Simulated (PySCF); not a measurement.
**`COCSC1=C(F)C1`: 4 charge schemes on one density**

Species: C5H7FOS.
SMILES with atom numbers: `[CH3:1][O:2][CH2:3][S:4][C:5]1=[C:6]([F:7])[CH2:8]1` (hydrogens: H9, H10, H11 on C1; H12, H13 on C3; H14, H15 on C8)

Geometry (GFN2-xTB, Å), atoms numbered from 1 in this order:
```xyz
15
C5H7FOS angstrom
C     -2.2465    0.1857    0.9454
O     -1.4937    0.6486   -0.1547
C     -1.1373   -0.3261   -1.0518
S      0.1412   -1.4979   -0.3883
C      1.4262   -0.3795   -0.2112
C      1.9531    0.7980   -0.3682
F      1.8663    2.0456   -0.7959
C      2.8317   -0.1765    0.3380
H     -1.6823   -0.5555    1.5215
H     -2.4475    1.0557    1.5654
H     -3.1900   -0.2615    0.6130
H     -1.9747   -0.9727   -1.3435
H     -0.7021    0.1663   -1.9217
H      2.9786   -0.0963    1.4104
H      3.6726   -0.6258   -0.1802
```

Density: PBE0/pcSseg-1 (PySCF); schemes: Mulliken, IAO, Hirshfeld and ESP-fitted. Geometry: GFN2-xTB, one conformer, isolated molecule.

Question: Do the Mulliken, IAO, Hirshfeld and ESP-fitted schemes agree on where the charge is lowest?

Answer: The schemes don't all agree: Mulliken O2 (-0.471); IAO O2 (-0.359); Hirshfeld O2 (-0.132); ESP-fitted C3 (-0.345).

Question: Which atoms carry the highest charge in the Mulliken, IAO, Hirshfeld and ESP-fitted schemes?

Answer: The schemes don't all agree: Mulliken C6 (+0.232); IAO C6 (+0.250); Hirshfeld C6 (+0.062); ESP-fitted H12 (+0.248).

Question: Give the atomic charges in each scheme.

Answer: In e:

```
atom                      environment  Mulliken     IAO  Hirshfeld  ESP-fitted
  C1                   methoxy carbon    -0.034  -0.211     -0.042      -0.071
  O2                     ether oxygen    -0.471  -0.359     -0.132      -0.198
  C3       sp3 carbon bound to oxygen    -0.046  -0.121     +0.007      -0.345
  S4                   sulfide sulfur    +0.038  +0.146     +0.027      -0.138
  C5  fully substituted alkene carbon    -0.234  -0.208     -0.058      +0.051
  C6               vinylic C–F carbon    +0.232  +0.250     +0.062      +0.104
  F7                   vinyl fluorine    -0.223  -0.222     -0.062      -0.112
  C8                   allylic carbon    -0.157  -0.260     -0.088      -0.140
  H9                  methyl hydrogen    +0.117  +0.138     +0.029      +0.091
 H10                  methyl hydrogen    +0.129  +0.165     +0.056      +0.096
 H11                  methyl hydrogen    +0.095  +0.125     +0.040      +0.077
 H12               methylene hydrogen    +0.138  +0.136     +0.045      +0.248
 H13               methylene hydrogen    +0.169  +0.172     +0.053      +0.208
 H14               methylene hydrogen    +0.123  +0.123     +0.031      +0.072
 H15               methylene hydrogen    +0.125  +0.125     +0.032      +0.057
```

Mean size of the charges over all atoms: IAO 0.184 e, Mulliken 0.155 e, ESP-fitted 0.134 e, Hirshfeld 0.051 e. Each set sums to the total charge, 0, to within 0.001 e. The Mulliken scheme counts on each atom the diagonal of the density matrix times the overlap matrix over that atom's basis functions. The ESP scheme fits charges at the nuclei, held to the total charge, to the electrostatic potential on points at 1.4 to 2.0 times the van der Waals radii.

Question: How closely do the schemes follow one another over all atoms?

Answer: Correlation coefficient and root-mean-square difference: IAO with Hirshfeld 0.96, 0.140 e; Mulliken with Hirshfeld 0.96, 0.133 e; Mulliken with IAO 0.93, 0.071 e; IAO with ESP-fitted 0.67, 0.146 e; Mulliken with ESP-fitted 0.64, 0.148 e; Hirshfeld with ESP-fitted 0.61, 0.129 e.

Question: Sum the charges by element, for elements with more than one atom.

Answer: 
| element | atoms | Mulliken | IAO | Hirshfeld | ESP-fitted |
| --- | --- | --- | --- | --- | --- |
| C | 5 | -0.239 | -0.550 | -0.119 | -0.402 |
| H | 7 | +0.895 | +0.985 | +0.285 | +0.850 |

Question: How many electrons does the IAO scheme count on C6?

Answer: Z − q = 6 − (+0.250) = 5.750.
